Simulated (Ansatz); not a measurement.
Correlation energies of C3H9BSi, SMILES `C=C[SiH2]BC` by basis set

```xyz
14

C    -0.202   -2.388    1.039
C    -0.108   -1.068    1.171
Si    1.191   -0.031    0.324
B     0.456    1.354   -0.948
C    -1.049    1.705   -1.085
H     0.504   -2.953    0.437
H    -0.983   -2.966    1.527
H    -0.850   -0.567    1.792
H     1.969    0.729    1.354
H     2.143   -0.955   -0.360
H     1.238    1.908   -1.672
H    -1.366    1.077   -1.938
H    -1.253    2.733   -1.392
H    -1.691    1.423   -0.249
```

Charge 0, multiplicity 1. All single points use the PBE0-D4/def2-TZVP geometry. It is one conformer, not always the lowest. Frozen core, restricted reference, the Gaussian-basis code of Ansatz. CBS rows extrapolate triple and quadruple zeta; past MP2 they add the triple-zeta difference.

```csv
basis,HF (Eh),MP2 corr.,CCSD corr.,(T),CCSD(T) total
def2-SVP,?,-0.59068,-0.66391,-0.02140,?
def2-TZVPP,-432.48289,-0.72389,-0.78883,?,?
def2-QZVPP,?,-0.77081,–,–,–
CBS(def2),?,-0.80556,-0.87050,as TZ,?
```

**Question.** Fill in the withheld values. (Estimate.)

**Answer.** Ansatz gave: def2-SVP HF (Eh): -432.22316; def2-SVP CCSD(T) total: -432.90847; def2-TZVPP (T): -0.03239; def2-TZVPP CCSD(T) total: -433.30411; def2-QZVPP HF (Eh): -432.49842; CBS(def2) HF (Eh): -432.50056; CBS(def2) CCSD(T) total: -433.40345.
